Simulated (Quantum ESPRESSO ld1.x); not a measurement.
The numbers below are computed, except where a source is named.
Task: The table gives one normalised radial function P(r) = r R(r) of Be2+ in [He] (r in bohr). Level of theory: scalar-relativistic Kohn-Sham, LDA (Slater exchange, Perdew-Zunger correlation), spin-unpolarised, spherical densities, point nucleus (ld1.x of Quantum ESPRESSO 7.5).

| r | P |
|---|---|
| 0.01857 | 0.2518 |
| 0.02162 | 0.2895 |
| 0.02517 | 0.3323 |
| 0.02953 | 0.3832 |
| 0.03438 | 0.4376 |
| 0.04034 | 0.5014 |
| 0.04697 | 0.5686 |
| 0.05512 | 0.6460 |
| 0.06417 | 0.7256 |
| 0.0747 | 0.8102 |
| 0.08766 | 0.9035 |
| 0.102 | 0.9941 |
| 0.1198 | 1.0887 |
| 0.1394 | 1.1743 |
| 0.1636 | 1.2553 |
| 0.1905 | 1.3185 |
| 0.2217 | 1.3631 |
| 0.2602 | 1.3841 |
| 0.3029 | 1.3744 |
| 0.3555 | 1.3293 |
| 0.4138 | 1.2517 |
| 0.4856 | 1.1350 |
| 0.5654 | 0.9958 |
| 0.6582 | 0.8373 |
| 0.7724 | 0.6614 |
| 0.8992 | 0.4984 |
| 1.055 | 0.3443 |
| 1.228 | 0.2237 |
| 1.442 | 0.1288 |
| 1.678 | 0.0685 |

Which n and l does it have? It may be an empty orbital.

Result: n = 1, l = 0: the number of nodes gives n - l - 1 = 0, the rise at small r (about r^(l+1)) gives l, and the extent must fit the shell. The curve is that of 1s. 1s: eigenvalue -130.79 eV, 0 radial nodes, <r> = 0.421 bohr, 90 % of the charge inside 0.758 bohr.
